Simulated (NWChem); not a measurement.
Molecule: C2H3Br; SMILES C(=C)Br

All runs: NWChem. The geometry was optimised at PBE0/def2-SVP. Gas phase, vertical.

B3LYP/def2-SVPD, TDA puts singlet state 3 at 6.41 eV with oscillator strength 0.230.

**Question.** Give the wavelength, the transition dipole and the radiative lifetime of that state in vacuum.

**Answer.** 
1. λ = 1239.84/6.41 = 193 nm, or 51700 cm⁻¹.
2. f = (2/3) ΔE μ² in atomic units, so μ = √(1.5 f/ΔE) = 1.21 a.u. = 3.08 D.
3. τ = 1.499 s cm⁻² / (f ν²) = 2.4 ns, for a non-degenerate state that emits at the vertical energy; a higher state like this one mostly decays faster by other paths.
